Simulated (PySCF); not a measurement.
strontium atom (Sr), singlet (core potentials on Sr); PBE0/def2-SVP, polarisability run with PySCF.

Here is a job for PySCF.
```python
from pyscf import gto, scf, dft
from pyscf.prop import polarizability

mol = gto.Mole()
mol.atom = '''
    Sr    0.00000000    0.00000000    0.00000000
'''
mol.basis = 'def2-svp'
mol.ecp = {'Sr': 'def2-svp'}
mol.verbose = 4
mol.build()

mf = dft.RKS(mol)
mf.xc = 'pbe0'
mf.kernel()
alpha = mf.Polarizability().polarizability()[2, 2]
print('alpha_zz =', alpha)
```

It wrote (shortened):

```
site-packages/pyscf/prop/efg/rhf.py:45: UserWarning: Module EFG is under testing
  warnings.warn('Module EFG is under testing')
site-packages/pyscf/prop/efg/dhf.py:30: UserWarning: Module EFG is under testing
  warnings.warn('Module EFG is under testing')
site-packages/pyscf/prop/zfs/uhf.py:40: UserWarning: Module ZFS is under testing
  warnings.warn('Module ZFS is under testing')
site-packages/pyscf/prop/gtensor/uhf.py:43: UserWarning: Module g-tensor is under testing
  warnings.warn('Module g-tensor is under testing')
site-packages/pyscf/prop/gtensor/uks.py:41: UserWarning: Module g-tensor is under testing
  warnings.warn('Module g-tensor is under testing')
site-packages/pyscf/prop/hfc/uks.py:35: UserWarning: Module HFC is under testing
  warnings.warn('Module HFC is under testing')
site-packages/pyscf/prop/magnetizability/rhf.py:39: UserWarning: Module magnetizability is under testing
  warnings.warn('Module magnetizability is under testing')
site-packages/pyscf/prop/magnetizability/uhf.py:37: UserWarning: Module magnetizability is under testing
  warnings.warn('Module magnetizability is under testing')
site-packages/pyscf/prop/magnetizability/rks.py:37: UserWarning: Module magnetizability is under testing
  warnings.warn('Module magnetizability is under testing')
site-packages/pyscf/prop/magnetizability/uks.py:39: UserWarning: Module magnetizability is under testing
  warnings.warn('Module magnetizability is under testing')
site-packages/pyscf/prop/polarizability/uhf.py:34: UserWarning: Module polarizability is under testing
  warnings.warn('Module polarizability is under testing')
site-packages/pyscf/prop/polarizability/rks.py:29: UserWarning: Module polarizability is under testing
  warnings.warn('Module polarizability is under testing')
site-packages/pyscf/prop/polarizability/uks.py:29: UserWarning: Module polarizability is under testing
  warnings.warn('Module polarizability is under testing')
PySCF version 2.14.0

[INPUT] verbose = 4
[INPUT] num. atoms = 1
[INPUT] num. electrons = 10
[INPUT] charge = 0
[INPUT] spin (= nelec alpha-beta = 2S) = 0
[INPUT] symmetry False subgroup None
[INPUT] Mole.unit = angstrom
[INPUT] Symbol           X                Y                Z      unit          X                Y                Z       unit  Magmom
[INPUT]  1 Sr     0.000000000000   0.000000000000   0.000000000000 AA    0.000000000000   0.000000000000   0.000000000000 Bohr   0.0

nuclear repulsion = 0
number of shells = 9
number of NR pGTOs = 49
number of NR cGTOs = 23
basis = def2-svp
ecp = {'Sr': 'def2-svp'}

******** <class 'pyscf.dft.rks.RKS'> ********
method = RKS
initial guess = minao
damping factor = 0
level_shift factor = 0
DIIS = <class 'pyscf.scf.diis.CDIIS'>
diis_start_cycle = 1
diis_space = 8
diis_damp = 0
SCF conv_tol = 1e-09
SCF conv_tol_grad = None
SCF max_cycles = 50
direct_scf = True
direct_scf_tol = 1e-13
XC library pyscf.dft.libxc version 7.1.2
    S. Lehtola, C. Steigemann, M. J. T. Oliveira, and M. A. L. Marques,  SoftwareX 7, 1–5 (2018)
XC functionals = pbe0
    C. Adamo and V. Barone,  J. Chem. Phys. 110, 6158 (1999)
    M. Ernzerhof and G. E. Scuseria,  J. Chem. Phys. 110, 5029 (1999)
radial grids:
    Treutler-Ahlrichs [JCP 102, 346 (1995); DOI:10.1063/1.469408] (M4) radial grids

becke partition: Becke, JCP 88, 2547 (1988); DOI:10.1063/1.454033
pruning grids: <function nwchem_prune>
grids dens level: 3
symmetrized grids: False
atomic radii adjust function: <function treutler_atomic_radii_adjust>
small_rho_cutoff = 0
Set gradient conv threshold to 3.16228e-05
Initial guess from minao.
tot grids = 21912
init E= -18.9709408942704
  HOMO = 0.0317211398286451  LUMO = 0.079986047515958  gap/eV = 1.31336
cycle= 1 E= -29.9164636453706  delta_E= -10.9  |g|= 1.45  |ddm|= 6.62

WARN: HOMO -0.267775524798744 == LUMO -0.267775524798743

cycle= 2 E= -30.3243863789209  delta_E= -0.408  |g|= 0.431  |ddm|=  6.7
  HOMO = -0.0579591253961738  LUMO = 0.0104614920691011  gap/eV = 1.86182
cycle= 3 E= -30.6448545016469  delta_E= -0.32  |g|= 0.174  |ddm|= 3.05
  HOMO = -0.140514369490675  LUMO = -0.033623335938884  gap/eV = 2.90865
cycle= 4 E= -30.6666069264091  delta_E= -0.0218  |g|= 0.0269  |ddm|= 1.33
  HOMO = -0.150807578957725  LUMO = -0.0314925677670378  gap/eV = 3.24673
cycle= 5 E= -30.6676301569244  delta_E= -0.00102  |g|= 0.00323  |ddm|= 0.463
  HOMO = -0.148390432292615  LUMO = -0.0298531204451363  gap/eV = 3.22556
cycle= 6 E= -30.6676364362712  delta_E= -6.28e-06  |g|= 0.000191  |ddm|= 0.0135
  HOMO = -0.148454757383191  LUMO = -0.0298446975142724  gap/eV = 3.22754
cycle= 7 E= -30.6676365425246  delta_E= -1.06e-07  |g|= 4.08e-05  |ddm|= 0.00172
  HOMO = -0.148475830644229  LUMO = -0.0298622644659329  gap/eV = 3.22764
cycle= 8 E= -30.6676365460089  delta_E= -3.48e-09  |g|= 4.13e-06  |ddm|= 0.000415
  HOMO = -0.148472541139051  LUMO = -0.0298604872432763  gap/eV = 3.22760
cycle= 9 E= -30.66763654602  delta_E= -1.11e-11  |g|= 2.66e-07  |ddm|= 2.15e-05
  HOMO = -0.148472622719156  LUMO = -0.0298604355211502  gap/eV = 3.22760
Extra cycle  E= -30.6676365460202  delta_E= -1.49e-13  |g|= 6.63e-08  |ddm|= 1.8e-06
converged SCF energy = -30.6676365460202
Isotropic polarizability 198.886326969
Polarizability anisotropy 0.000111434749746
alpha_zz = 198.88628720183374
```
